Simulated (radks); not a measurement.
Neutral lithium, 3 electrons, occupied as [He] 2s1 (the NIST ground configuration).

Method: non-relativistic Kohn-Sham, PBE, spin-polarised, spherical densities, point nucleus; open shells are filled with parallel spins first; computed with a radial shooting solver on a logarithmic mesh with Libxc functionals.

Energy parts (Ry):
| part | energy |
|---|---|
| total | -14.92436 |
| kinetic | 14.83160 |
| electron-nucleus | -34.25391 |
| Hartree | 8.10257 |
| exchange-correlation | -3.60462 |

Orbitals (lengths in bohr, moments of r in powers of bohr; r(max) is where P^2 peaks; r(90%) holds 90 % of the orbital's charge):
orbital  occ.  eigenvalue (Ry)  r(max)  r(90%)   <r^4>   <r^2>
1s up       1         -3.80259  0.3610    1.06  0.6041  0.4658
1s down     1         -3.78596  0.3613    1.06  0.5988  0.4649
2s up       1         -0.23724   3.065    5.94   531.5   17.03

The highest occupied level is 2s up at -3.228 eV. The spin density at the nucleus is 0.2220 e/bohr^3 (1s 0.0027, 2s 0.2193), a Fermi contact field of 11.6 T. Summed over all electrons, <r^2> = 17.96 bohr^2, which gives a Langevin (diamagnetic) susceptibility term of -14.2 x 10^-6 cm^3/mol. The electron density at the nucleus is 14.01 e/bohr^3. The density falls to 0.001 e/bohr^3 at r = 4.16 bohr.
